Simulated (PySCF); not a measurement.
Cl3MoO, doublet, at a GFN2-xTB geometry (such geometries of metal compounds can be far from the true shape) (the multiplicity is a formal guess) (core potentials on Mo). Base run: DF-M062X/def2-SVP (PySCF).

PySCF was given this input:
```python
from pyscf import gto, scf, dft

mol = gto.M(
    atom='''
Mo    0.386421   -0.081189   -0.012300
O     1.593814   -0.796268   -0.848410
Cl    0.476278    0.967153    1.829884
Cl   -0.833725    1.143565   -1.474919
Cl   -1.347271   -1.535418    0.074675
''',
    basis='def2-svp',
    ecp={'Mo': 'def2-svp'},
    charge=0,
    spin=1,
    verbose=4,
)

mf = dft.UKS(mol)
mf.xc = 'm062x'
mf = mf.density_fit(auxbasis='def2-universal-jkfit')
mf.kernel()
```

The base run was repeated with changes; each row names its change, and settings that it needs were set with it.

| change | ΔE vs base (µEh) | SCF cycles | <S^2> | outcome |
|---|---|---|---|---|
| base | 0.0 | 18 | 0.758 | converged |
| solver = newton; init_guess = 1e | - | - | - | cut at the time limit |
| solver = newton | 0.0 | - | 0.758 | converged |
| diis = off; damp = 0.3 (with mf.diis_start_cycle = 200; with mf.max_cycle = 150) | - | 150 | - | not converged |
| level_shift = 1.0 (with mf.max_cycle = 100) | 0.0 | 45 | 0.758 | converged |
| diis = off; damp = 0.6 (with mf.diis_start_cycle = 200; with mf.max_cycle = 150) | 0.0 | 52 | 0.758 | converged |
| diis_space = 2 | - | 50 | - | not converged |
| DIIS = ADIIS | 0.0 | 30 | 0.758 | converged |
| init_guess = atom | 0.0 | 18 | 0.758 | converged |
| conv_tol = 1e-7 | 0.1 | 12 | 0.758 | converged |
| level_shift = 0.5 (with mf.max_cycle = 100) | 0.0 | 32 | 0.758 | converged |
| damp = 0.5; diis_start_cycle = 5 | 0.0 | 19 | 0.758 | converged |
| conv_tol = 1e-11 | 0.0 | 23 | 0.758 | converged |

Open shells are given as the SCF converged; they aren't shown to be the lowest states, and a large step between rows can be another state.
